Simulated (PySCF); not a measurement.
SbF₂, SMILES [F][Sb+][F] (connectivity only; charge and spin as stated), charge +1, multiplicity 1. Atoms are numbered in the order given.

```xyz
3

Sb     0.0000     0.0000     0.3228
F      0.0000    -1.3778    -0.9147
F      0.0000     1.3778    -0.9147
```
Charge +1, spin multiplicity 1.

The structure is a stationary point at B3LYP-D3(BJ)/def2-TZVP. The multiplicity is an assumed one; other spin states were not compared. The isomer is the one that the SMILES or the coordinates give; other isomers of the formula were not compared. The def2 effective core potentials stand for the cores of Sb; spin–orbit coupling is left out.

All values below come from CAM-B3LYP/def2-TZVPD (PySCF).

The molecule is in vacuum.

Computed frontier levels, gap, dipole moment and polarisability:
| Quantity | Result |
|---|---|
| highest occupied level | -18.82 eV |
| lowest empty level | -9.99 eV |
| orbital gap | 8.82 eV |
| dipole moment about the centre of nuclear charge | 3.89 D |
| mean static polarisability | 27.5 bohr³ (4.07 Å³) |
| polarisability, principal values | 23.0, 27.9, 31.5 bohr³ |
